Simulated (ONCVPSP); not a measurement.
**Pseudopotential generation for strontium (Sr): ONCV, PW91, scalar-relativistic.**

Sr (Z = 38), optimised norm-conserving Vanderbilt (ONCV), made with ONCVPSP 4.0.1 (PW91, scalar-relativistic). Core [Ar] 3d10, reference 4s2 4p6 5s2. Waves: 4s+5s: rc 1.75 bohr, ncon 4, nbas 7, qcut 7.5 1/bohr, 2 projectors; 4p: rc 2.20 bohr, ncon 3, nbas 8, qcut 6.1 1/bohr, 2 projectors, debl 2.6 Ha; d scattering state at 0.45 Ha: rc 1.75 bohr, ncon 4, nbas 7, qcut 5.6 1/bohr, 1 projector. Local part: polynomial inside 1.75 bohr (lpopt 1, dvloc0 2 Ha). Core correction: none.

In the d channel the program set the typed energies aside and used 0.050 Ha.

All-electron outer shells of the reference configuration (PW91, scalar-relativistic, ld1.x):

```tsv
shell	level (eV)	outermost node (bohr)	outermost maximum (bohr)
4s	-40.95	0.59	1.19
4p	-22.86	0.61	1.33
5s	-3.56	1.65	3.67
```

Question: Estimate the cutoffs (Ha) at which the residual kinetic energy of the hardest occupied pseudo-wave falls to 1 and 0.1 mHa per electron.

Answer: 18 Ha and 22 Ha.

Question: What does a ghost test show?

Answer: No bound ghost flagged; GHOST(+) flagged for s at 578.5 eV.

Question: Which valence shell sets the plane-wave cutoff?

Answer: 4s: 18 Ha for 1 mHa per electron, against 15 Ha for 5s.

Question: Tests: 4s2 4p6 5s1; 4s2 4p6 5s0; 4s2 4p6 5s1.5; 4s2 4p6 5s0 5p1. Which has the largest error in its energy relative to the reference configuration, and how large is it?

Answer: 4s2 4p6 5s0 5p1, with +1.6 meV (all-electron minus pseudo) on +8.86 eV.
